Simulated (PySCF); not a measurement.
Radial density of Cl³⁺ (chlorine, charge +3)

UHF, [Ne] 3s2 3p2, high-spin 3P determinant. All numbers are calculated (PySCF 2.14, no relativity, point nucleus, in def2-TZVPPD (6s6p4d1f, 51 functions)).

| r (bohr) | 4πr²ρ (e/bohr) | 4πr²(ρα − ρβ) |
| --- | --- | --- |
| 0.00172 | 0.1126 | 0.0000 |
| 0.00289 | 0.3073 | 0.0000 |
| 0.00486 | 0.8104 | 0.0001 |
| 0.00818 | 2.052 | 0.0002 |
| 0.0138 | 4.801 | 0.0006 |
| 0.0231 | 9.907 | 0.0021 |
| 0.0389 | 16.50 | 0.0087 |
| 0.0654 | 19.57 | 0.0383 |
| 0.110 | 15.21 | 0.1432 |
| 0.185 | 14.01 | 0.3403 |
| 0.311 | 19.36 | 0.3155 |
| 0.524 | 11.04 | -0.0196 |
| 0.881 | 3.258 | 0.8354 |
| 1.48 | 3.030 | 1.4754 |
| 2.49 | 0.4961 | 0.3028 |
| 4.19 | 0.004304 | 0.0027 |

(1) Where is the radial spin density 4πr²(ρα − ρβ) most negative, and why is it negative at all?

## Answers

(1) Around r = 0.524 bohr, down to -0.0196 e/bohr: exchange with the open shell polarises the paired shells in an unrestricted calculation.
